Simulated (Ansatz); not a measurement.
`[GeH3][SiH2][GeH2][SiH2][GeH2][GeH3]` + `[SiH3][GeH3]` → `[SiH3][GeH2][SiH2][GeH2][GeH3]` + `[GeH3][SiH2][GeH3]`  (formal exchange of groups at the Si–Ge bond)

Program: Ansatz. Geometries: PBE0-D4/def2-TZVP. ΔE: electronic, gas phase. CBS: MP2 limit from def2 TZ/QZ plus the TZ coupled-cluster correction, frozen cores. DFT in def2-TZVPP. B3LYP here is the variant with VWN-RPA as its local correlation; programs differ in this. HSE06 is defined as in plane-wave codes. For Ge outer-core shells are correlated without core-valence functions, which leaves a few kJ/mol of doubt a bond. Scalar relativity is left out up to krypton. One conformer a species, not always the lowest.

`[GeH3][SiH2][GeH2][SiH2][GeH2][GeH3]`:

```xyz
20

Ge    2.188   -1.657   -0.054
Si    0.087   -2.361    0.815
Ge   -1.146   -0.565    1.784
Si   -2.359    0.628    0.120
Ge   -0.893    1.231   -1.652
Ge    0.999    2.462   -0.766
H     2.994   -0.928    1.033
H     3.001   -2.873   -0.533
H     2.009   -0.702   -1.246
H     0.337   -3.406    1.847
H    -0.720   -2.977   -0.274
H    -2.118   -1.117    2.845
H    -0.173    0.392    2.499
H    -2.960    1.858    0.707
H    -3.460   -0.236   -0.389
H    -0.394   -0.047   -2.351
H    -1.618    2.090   -2.705
H     0.541    3.860   -0.319
H     1.578    1.732    0.457
H     2.109    2.616   -1.819
```

`[SiH3][GeH3]`:

Cartesian coordinates in Å:
```
Si -1.083 0.274 0.438
Ge 1.063 -0.269 -0.429
H -1.046 1.606 1.097
H -1.505 -0.744 1.436
H -2.083 0.312 -0.662
H 1.506 0.773 -1.469
H 1.039 -1.649 -1.108
H 2.110 -0.303 0.697
```

`[SiH3][GeH2][SiH2][GeH2][GeH3]`:

Z-matrix (Å, degrees):
```
Si
Ge 1 2.379
H 1 1.487 2 109.3
H 1 1.487 2 111.3 3 120.3
H 1 1.487 2 109.7 3 -119.0
Si 2 2.381 1 109.8 3 59.5
H 2 1.541 1 109.2 3 -59.7
H 2 1.540 1 110.4 3 -177.9
Ge 6 2.380 2 108.2 1 -49.1
H 6 1.489 2 110.5 1 -169.0
H 6 1.489 2 109.7 1 71.5
Ge 9 2.424 6 109.8 2 -49.6
H 9 1.540 6 111.3 2 -171.4
H 9 1.541 6 109.2 2 69.7
H 12 1.538 9 110.1 6 -58.8
H 12 1.537 9 111.2 6 -179.3
H 12 1.538 9 109.8 6 60.4
```

`[GeH3][SiH2][GeH3]`:

Cartesian coordinates in Å:
```
Ge 0.064 -1.771 0.899
Si -0.313 0.573 0.756
Ge 0.160 1.361 -1.438
H -0.237 -2.301 2.310
H 1.529 -2.092 0.559
H -0.837 -2.513 -0.103
H 0.559 1.278 1.736
H -1.731 0.871 1.096
H -0.742 0.649 -2.461
H 1.625 1.068 -1.801
H -0.077 2.877 -1.552
```

```
             level  ΔE (kJ/mol)  difference from CCSD(T)/CBS
       LDA (SPW92)          4.5                          0.7
            PBE-D4          3.7                         -0.1
         revPBE-D4          3.8                          0.0
           BLYP-D4          4.7                          0.9
         r2SCAN-D4          2.2                         -1.6
            B97M-V          3.0                         -0.8
           PBE0-D4          3.7                         -0.1
          B3LYP-D4          4.5                          0.7
        r2SCANh-D4          2.4                         -1.4
        r2SCAN0-D4          2.7                         -1.1
          BHLYP-D4          4.7                          0.9
      CAM-B3LYP-D4          3.5                         -0.3
           ωB97X-V          3.2                         -0.6
            B2PLYP          0.0                         -3.8
          PBE-QIDH          2.0                         -1.8
               PBE         -1.1                         -4.9
            revPBE         -4.8                         -8.6
              BLYP         -4.4                         -8.2
            r2SCAN          0.5                         -3.3
              PBE0         -1.0                         -4.8
             B3LYP         -3.2                         -7.0
           r2SCANh          0.5                         -3.3
           r2SCAN0          0.5                         -3.3
             HSE06         -1.0                         -4.8
             BHLYP         -2.3                         -6.1
         CAM-B3LYP         -1.8                         -5.6
           LC-ωPBE         -1.0                         -4.8
       HF/def2-SVP         -4.4                         -8.2
      MP2/def2-SVP          3.6                         -0.2
     CCSD/def2-SVP          2.3                         -1.5
  CCSD(T)/def2-SVP          3.4                         -0.4
     HF/def2-TZVPP         -4.6                         -8.4
SCS-MP2/def2-TZVPP          3.5                         -0.3
   CCSD/def2-TZVPP          3.3                         -0.5
CCSD(T)/def2-TZVPP          4.7                          0.9
     HF/def2-QZVPP         -5.2                         -9.0
    MP2/def2-QZVPP          4.5                          0.7
SCS-MP2/def2-QZVPP          2.7                         -1.1
      HF/CBS(def2)         -5.3                         -9.1
    CCSD/CBS(def2)          2.4                         -1.4
       CCSD(T)/CBS          3.8                            0
```

Largest T1 diagnostic among the species: 0.012.

Leaving LDA and LC-ωPBE aside and taking each functional with its dispersion term where it has one, the values spread over 4.6 kJ/mol, from B2PLYP to BLYP-D4. LDA lies +5.6 kJ/mol from PBE without D4. In def2-TZVPP, CCSD(T) changes the Hartree–Fock value by +9.3 kJ/mol (the triples alone add +1.4 kJ/mol) and MP2 by +9.8 kJ/mol. The D4 term adds +7.7 kJ/mol with B3LYP and +4.7 kJ/mol with PBE0; it sums over pairs of atoms, weighted by their polarisabilities, and B3LYP, whose exchange is more repulsive, gets the larger term.
